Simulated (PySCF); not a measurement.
Computed shifts of a molecule C₄H₉NS, PBE/pcSseg-1 (PySCF), GIAO, gas phase, atoms alike by connectivity averaged where their shifts nearly agree, in ppm (number of nuclei): ¹³C: 174.0 (1), 42.7 (1), 22.3 (1), 22.0 (1). ¹⁵N: 329.6 (1). ¹H: 3.58 (3), 2.33 (3), 2.13 (3). References: ¹³C against TMS (σ = 182.0 ppm); ¹⁵N against NH3 (σ = 267.0 ppm); ³³S against H2S (σ = 706.5 ppm); ¹H against TMS (σ = 31.49 ppm), references at their B3LYP-D3(BJ)/def2-TZVP geometries, non-relativistic. Geometry: B3LYP-D3(BJ)/def2-SVP. Other conformers were not sampled.

Task: Which structure fits?
A. C/N=C(\C)CS
B. C/N=C(\C)SC
C. CCN1CSC1
D. CC/N=C\SC

Result: B, C/N=C(\C)SC
